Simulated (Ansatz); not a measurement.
Several settings on one geometry of ZnMeI (CH3IZn) (that of the charge 0 singlet, PBE0-D4/def2-TZVP). Ansatz on 4 threads of INTEL XEON PLATINUM 8581C on a shared host; times are rough.

Cartesian coordinates in Å:
```
Zn -0.004 0.003 -1.073
C 0.003 -0.002 0.862
H -0.445 0.917 1.244
H 1.027 -0.074 1.235
H -0.567 -0.853 1.239
I -0.014 0.009 -3.508
```

Totals from different functionals, basis sets or treatments of relativity can't be compared as stabilities.

In the def2 sets I takes a core potential; there is no spin–orbit coupling. LC-ωPBE has ω = 0.4 bohr⁻¹. Correlated methods freeze 10 core orbitals; core or outer-core shells of I are correlated, in sets that lack core-valence functions.

The spins typed aren't always the lowest for that charge.

Task: Give the basis size and estimate the energy, ⟨S²⟩ and time of these runs.

```
run                 method  charge    state                                               further keys
  1     RKS ωB97/def2-SVPD       0  singlet                                                          –
  2   UKS r2SCAN/def2-SVPD      -1  doublet                                                          –
  3  UKS LC-ωPBE/def2-TZVP      -1  doublet  fitting: {mean_field: def2-universal-jkfit}; forces asked
  4  RKS PBE0-DH/def2-SVPD       0  singlet                                               forces asked
```

Result: 
```json
{"run": "1", "functions": "113", "energy (Eh)": "-2116.9657", "⟨S²⟩": "–", "wall time": "1.4 s"}
{"run": "2", "functions": "113", "energy (Eh)": "-2116.8439", "⟨S²⟩": "0.75", "wall time": "9 s"}
{"run": "3", "functions": "147", "energy (Eh)": "-2116.8374", "⟨S²⟩": "0.75", "wall time": "15 s"}
{"run": "4", "functions": "113", "energy (Eh)": "-2116.3172", "⟨S²⟩": "–", "wall time": "2.5 s"}
```

The highest occupied level of an anion often lies above zero with these methods, and sets without diffuse functions describe the outer electron poorly.
